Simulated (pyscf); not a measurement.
## F–CH•–SiH₃, doublet

Gas-phase minimum from PySCF at ωB97X-D3(BJ)/def2-SVP, one conformer. Other isomers of F–CH•–SiH₃ were not searched in full and may lie lower. 

```xyz
7

F      1.2462     1.0211    -0.2187
C     -0.0442     0.7285    -0.4398
Si    -0.7049    -0.9016     0.1694
H     -0.5742     1.5263    -0.9756
H      0.0285    -2.0428    -0.4536
H     -0.5614    -1.0167     1.6508
H     -2.1454    -0.9548    -0.2084
```
Charge 0, spin multiplicity 2.

Bonded distances (Å): F1–C2 1.342, C2–Si3 1.861, C2–H4 1.097, Si3–H5 1.493, Si3–H6 1.493, Si3–H7 1.490. Angles (°): F1–C2–Si3 118.6, F1–C2–H4 112.7, Si3–C2–H4 128.7, C2–Si3–H5 111.0, C2–Si3–H6 111.0, C2–Si3–H7 106.9, H5–Si3–H6 107.9, H5–Si3–H7 110.0, H6–Si3–H7 110.0.

Properties at ωB97X-D3(BJ)/def2-SVP:

* **Harmonic wavenumbers, unscaled**: 109, 259, 356, 619, 639, 785, 942, 944, 974, 1227, 1363, 2245, 2253, 2270, 3197 cm⁻¹
* **Zero-point energy**: 26.0 kcal/mol
* **Rotational symmetry number**: 1
* **Entropy of this conformer at 298 K and 1 atm, rigid rotor and harmonic oscillator, modes under 100 cm⁻¹ raised to 100**: 296.1 J/(mol K)
* **Dipole moment**: 1.06 D
* **Spin expectation value S2**: 0.753

Single-point totals, which compare only within one level (frozen core for MP2 and CC):

| level | total energy (hartree) |
|---|---|
| ωB97X-D3(BJ)/def2-TZVP | -429.89036 |
| PBE/def2-TZVP | -429.53317 |
| r²SCAN/def2-TZVP | -429.74551 |
| B3LYP-D3(BJ)/def2-TZVP | -429.87229 |
| PBE0-D3(BJ)/def2-TZVP | -429.57183 |
| M06-2X/def2-TZVP | -429.75404 |
| ωB97M-D3(BJ)/def2-TZVP | -429.90150 |
| UHF/def2-TZVPP | -428.57942 |
| MP2/def2-TZVPP | -429.09470 |
| CCSD/def2-TZVPP | -429.13173 |
| CCSD(T)/def2-TZVPP | -429.14910 |

Soft torsions are taken as harmonic, which can shift the entropy by several J/(mol K). The CCSD(T) − MP2 part came from Ansatz, without density fitting, on the same reference.
